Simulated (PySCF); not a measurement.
C6H4S, SMILES C#Cc1ccsc1. The structure is a stationary point at PBE-D3(BJ)/def2-SVP.

Computed equilibrium geometry at PBE-D3(BJ)/def2-SVP (PySCF confirms it by a frequency run) as Cartesian coordinates in Å, and its point group:
point group Cs.
```xyz
11

C      0.1491    -3.3210     0.0000
C      0.0667    -2.0978     0.0000
C     -0.0427    -0.6775     0.0000
C     -1.2933     0.0430     0.0000
C     -1.1193     1.4088     0.0000
S      0.5598     1.8418     0.0000
C      1.0503     0.1898     0.0000
H      0.2243    -4.3990     0.0000
H     -2.2723    -0.4534     0.0000
H     -1.8865     2.1923     0.0000
H      2.1125    -0.0804     0.0000
```
